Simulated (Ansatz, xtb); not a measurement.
Diatomic InCo, multiplicity 3 (lowest of 2S+1 = 1, 3, 5 at PBE0/def2-TZVPP; our sources give no spin for the ground state, which may be another). No spin–orbit coupling. Co is treated without relativity.

Constants: fifth-degree fit in 1/R to seven points, most abundant isotopes. In def2 and cc sets the state is the lowest found near the PBE0 minimum, followed along R.

The values were computed with Ansatz (a first-principles code) with Gaussian orbitals; xtb for the GFN methods. Each number belongs to the level named beside it. In def2 rows elements past Kr take small-core potentials, without spin–orbit coupling. The GFN methods have no spin term and hold the electronic entropy of 300 K.

| level | r_e (Å) | ω_e (cm⁻¹) | α_e (cm⁻¹) | ω_e x_e (cm⁻¹) | dipole (D) |
|---|---|---|---|---|---|
| GFN1-xTB | 2.528 | 221 | 0.00060 | 2.0 | - |
| GFN2-xTB | 2.525 | 184 | 0.00054 | 2.7 | - |
| PBE/def2-TZVPP | 2.604 | 184 | 0.00030 | 0.59 | 0.61 |
| r2SCAN/def2-TZVPP | 2.587 | 190 | 0.00030 | 0.58 | 0.42 |
| B97M-V/def2-TZVPP | 2.650 | 172 | 0.00030 | 0.54 | 0.94 |
| B3LYP/def2-TZVPP | 2.646 | 175 | 0.00030 | 0.54 | 0.81 |
| PBE0/def2-TZVPP | 2.631 | 178 | 0.00030 | 0.55 | 0.35 |
| BHLYP/def2-TZVPP | 2.694 | 162 | 0.00029 | 0.47 | 0.22 |
| CAM-B3LYP/def2-TZVPP | 2.624 | 180 | 0.00030 | 0.55 | 0.34 |
| wB97X-V/def2-TZVPP | 2.629 | 181 | 0.00028 | 0.50 | 0.26 |
| wB97M-V/def2-TZVPP | 2.630 | 181 | 0.00028 | 0.49 | 0.06 |
| B2PLYP/def2-TZVPP | 2.597 | 188 | 0.00031 | 0.62 | - |

Correlated levels freeze the inner cores; with def2 sets outer-core shells near the valence are correlated too.

Doubts at one or more of the structures used: a spin-contaminated determinant (r2SCAN/def2-TZVPP).
